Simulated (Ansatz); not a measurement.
Si$_{2}$NH$_{8}$ClOF$_{2}$, singlet: a nudged elastic band.

The input file, in.yaml:

```yaml
crystal:
  periodic: [false, false, false]
  atoms:
    - {symbol: Si, position_ang: [-1.231293, -0.225992, -0.460900]}
    - {symbol: Si, position_ang: [-0.468366, -0.451027, 1.745503]}
    - {symbol: F, position_ang: [-2.698557, 0.315654, -0.003837]}
    - {symbol: F, position_ang: [-0.877819, 1.093693, -1.341420]}
    - {symbol: Cl, position_ang: [-1.929870, -1.871610, -1.529817]}
    - {symbol: H, position_ang: [1.349388, -0.109150, -0.805799]}
    - {symbol: N, position_ang: [0.673042, -0.803222, -1.135012]}
    - {symbol: H, position_ang: [1.894595, 2.179302, 0.573185]}
    - {symbol: O, position_ang: [1.702752, 1.752930, -0.264858]}
    - {symbol: H, position_ang: [0.848747, -1.148142, 1.829841]}
    - {symbol: H, position_ang: [-1.451789, -1.204143, 2.564926]}
    - {symbol: H, position_ang: [-0.293097, 0.903545, 2.341588]}
    - {symbol: H, position_ang: [0.937094, -1.723806, -0.803358]}
    - {symbol: H, position_ang: [0.687719, -0.817900, -2.149807]}
    - {symbol: H, position_ang: [0.857355, 2.109667, -0.560335]}
basis:
  gaussian: {orbitals: def2-SVP}
hamiltonian: {xc: pbe0, dispersion: d4}
neb:
  images: 5
  climbing: true
  max_iterations: 30
  initial_path: idpp
  f_tol: 2.0
  final_atoms:
    - {symbol: Si, position_ang: [-1.293125, 0.056356, -1.744260]}
    - {symbol: Si, position_ang: [0.270027, -0.219415, 2.384367]}
    - {symbol: F, position_ang: [-1.077043, 1.556633, -1.300233]}
    - {symbol: F, position_ang: [-1.550573, 0.063385, -3.299960]}
    - {symbol: Cl, position_ang: [-2.946820, -0.590478, -0.781147]}
    - {symbol: H, position_ang: [1.472024, 0.613750, -0.680202]}
    - {symbol: N, position_ang: [0.099826, -0.855822, -1.464870]}
    - {symbol: H, position_ang: [-0.666472, 0.632471, 1.610291]}
    - {symbol: O, position_ang: [1.842460, 1.089372, 0.074855]}
    - {symbol: H, position_ang: [1.384283, 0.569565, 2.952737]}
    - {symbol: H, position_ang: [0.785180, -1.313243, 1.516328]}
    - {symbol: H, position_ang: [-0.494653, -0.858849, 3.489890]}
    - {symbol: H, position_ang: [0.259105, -1.266701, -0.555689]}
    - {symbol: H, position_ang: [0.432031, -1.454416, -2.205376]}
    - {symbol: H, position_ang: [1.483648, 1.977193, 0.003169]}
```

Launched with

```bash
ansatz run in.yaml --threads 4 --pin off --events-out ev --progress --plain --max-ram 46080MiB --backend cpu
```

The run's output (Ansatz 0.2.0):

```
Functional definition: PBE0
  name "PBE0"
  cite "Adamo & Barone, J. Chem. Phys. 110, 6158 (1999) doi:10.1063/1.478522"
  cite "Perdew, Burke & Ernzerhof, Phys. Rev. Lett. 77, 3865 (1996) doi:10.1103/PhysRevLett.77.3865"
  parent pbe
  parameter a = 0.25
  parameter kappa = 0.804
  parameter beta = 0.06672455060314922
  exchange = (1 - a)*pbe_x(kappa = kappa, mu = beta*pi^2/3) + a*exact_x
  correlation = pbe_c(beta = beta)
1535 factors; integrals over basis functions are off by at most 6.2e-4 eV
mean field evaluation 1: about -37340.2915 eV, gradient 6.9e1 eV
mean field evaluation 2: about -37334.3297 eV, gradient 9.0e1 eV
mean field evaluation 4: about -37348.3091 eV, gradient 2.5e0 eV
mean field evaluation 8: about -37348.3426 eV, gradient 7.9e-2 eV
mean field evaluation 16: about -37348.3426 eV, gradient 2.5e-5 eV
mean field -37348.34259974 eV, -1372.5262749245 hartree, gradient 2.5e-5 eV, S^2 0.000000; 0 other end points of the search recorded, 0 dependent functions left out
the calculation of the forces begins
reference -37348.34262883 eV, -1372.5262759938 hartree; 43, 43 occupied and 107, 107 virtual orbitals, 1535 factors
1535 factors; integrals over basis functions are off by at most 8.7e-4 eV
mean field evaluation 32: about -37348.4588 eV, gradient 8.9e-5 eV
mean field -37348.45883387 eV, -1372.5305464499 hartree, gradient 4.6e-5 eV, S^2 0.000000; 0 other end points of the search recorded, 0 dependent functions left out
the calculation of the forces begins
reference -37348.45886518 eV, -1372.5305476007 hartree; 43, 43 occupied and 107, 107 virtual orbitals, 1535 factors
NEB end point (image 0): max|allowed force component| = 7.388e-1 eV/Å (the criterion of neb.relax_end_points is 4.000e-1)
NEB end point (image 6): max|allowed force component| = 1.069e0 eV/Å (the criterion of neb.relax_end_points is 4.000e-1)
1535 factors; integrals over basis functions are off by at most 9.4e-4 eV
mean field -37345.75599647 eV, -1372.4312190076 hartree, gradient 2.6e-5 eV, S^2 0.000000; 0 other end points of the search recorded, 0 dependent functions left out
the calculation of the forces begins
reference -37345.75602671 eV, -1372.4312201189 hartree; 43, 43 occupied and 107, 107 virtual orbitals, 1535 factors
1535 factors; integrals over basis functions are off by at most 8.3e-4 eV
mean field evaluation 64: about -37342.1332 eV, gradient 1.1e-3 eV
mean field -37342.13318202 eV, -1372.2980830323 hartree, gradient 2.5e-5 eV, S^2 0.000000; 0 other end points of the search recorded, 0 dependent functions left out
the calculation of the forces begins
reference -37342.13321190 eV, -1372.2980841305 hartree; 43, 43 occupied and 107, 107 virtual orbitals, 1535 factors
1535 factors; integrals over basis functions are off by at most 1.1e-3 eV
mean field -37341.46797964 eV, -1372.2736372956 hartree, gradient 7.8e-5 eV, S^2 0.000000; 0 other end points of the search recorded, 0 dependent functions left out
the calculation of the forces begins
reference -37341.46801037 eV, -1372.2736384251 hartree; 43, 43 occupied and 107, 107 virtual orbitals, 1535 factors
1537 factors; integrals over basis functions are off by at most 1.1e-3 eV
mean field evaluation 96: about -37343.8196 eV, gradient 5.0e-1 eV
mean field -37343.83888869 eV, -1372.3607665962 hartree, gradient 8.7e-5 eV, S^2 0.000000; 0 other end points of the search recorded, 0 dependent functions left out
the calculation of the forces begins
reference -37343.83891937 eV, -1372.3607677238 hartree; 43, 43 occupied and 107, 107 virtual orbitals, 1537 factors
1537 factors; integrals over basis functions are off by at most 1.1e-3 eV
mean field -37346.88137379 eV, -1372.4725758614 hartree, gradient 4.4e-5 eV, S^2 0.000000; 0 other end points of the search recorded, 0 dependent functions left out
the calculation of the forces begins
reference -37346.88140531 eV, -1372.4725770199 hartree; 43, 43 occupied and 107, 107 virtual orbitals, 1537 factors
NEB iter   1: max|band force component| = 5.831e0 eV/Å  barrier→ = 6.8459 eV  barrier← = 6.9320 eV  Δτ_max = 0.2000 Å  (200 SCF iters)
NEB iter   2: max|band force component| = 4.810e0 eV/Å  barrier→ = 4.5797 eV  barrier← = 4.6658 eV  Δτ_max = 0.2000 Å  (161 SCF iters)
NEB iter   3: max|band force component| = 8.112e0 eV/Å  barrier→ = 3.1547 eV  barrier← = 3.2408 eV  Δτ_max = 0.1029 Å  (154 SCF iters)
NEB iter   4: max|band force component| = 1.754e0 eV/Å  barrier→ = 2.2581 eV  barrier← = 2.3442 eV  CI = image 3  Δτ_max = 0.0000 Å  (282 SCF iters)
Total energy: -37346.43242751 eV, -1372.4560773898 hartree
Atom 0 at    -1.265245     0.071239    -1.031751 Å, force     0.441919    -0.472738    -0.897324 eV/Å
Atom 1 at     0.153340    -0.083025     2.022994 Å, force     0.813615     0.615941     0.455873 eV/Å
Atom 2 at    -1.879368     1.169600    -0.037491 Å, force     0.454469    -0.435034     0.448065 eV/Å
Atom 3 at    -1.072289     0.999416    -2.335391 Å, force    -0.277375    -0.151271    -0.281396 eV/Å
Atom 4 at    -2.645259    -1.430994    -1.133878 Å, force    -0.145666     0.314784    -0.055734 eV/Å
Atom 5 at     1.313483     0.281832    -0.724974 Å, force     0.897961     1.520753     1.036773 eV/Å
Atom 6 at     0.306605    -0.769151    -1.166370 Å, force    -1.515403    -0.408095     0.021735 eV/Å
Atom 7 at     0.705106     1.361111     1.293528 Å, force    -1.604452    -2.234905     0.417323 eV/Å
Atom 8 at     1.704160     1.126358    -0.261663 Å, force     0.179990    -0.274782    -1.279964 eV/Å
Atom 9 at     1.486151    -0.745656     2.057683 Å, force     0.256235    -0.046556     0.436566 eV/Å
Atom 10 at    -0.634414    -1.441590     1.758748 Å, force    -0.009315     1.411357    -0.811033 eV/Å
Atom 11 at    -0.435708     0.256003     3.342708 Å, force     0.109915    -0.036838     0.346478 eV/Å
Atom 12 at     0.330181    -1.678752    -0.702861 Å, force     0.072256     0.079656     0.089331 eV/Å
Atom 13 at     0.402639    -0.938222    -2.172879 Å, force     0.117530     0.056046     0.075411 eV/Å
Atom 14 at     1.530519     1.821632    -0.908504 Å, force     0.208321     0.061682    -0.002104 eV/Å
Dipole moment:    -0.082453    -0.428120    -0.602212 e Å

[the SCF lines of later steps are left out]
```

Time: 84 s of wall clock on 4 CPU threads of an AMD EPYC 7R13; the host was shared. Peak host memory: 0.79 GiB.


The run ended normally. The force tolerance of 2 eV/Å lets the band stop early, so its barrier is not a converged value.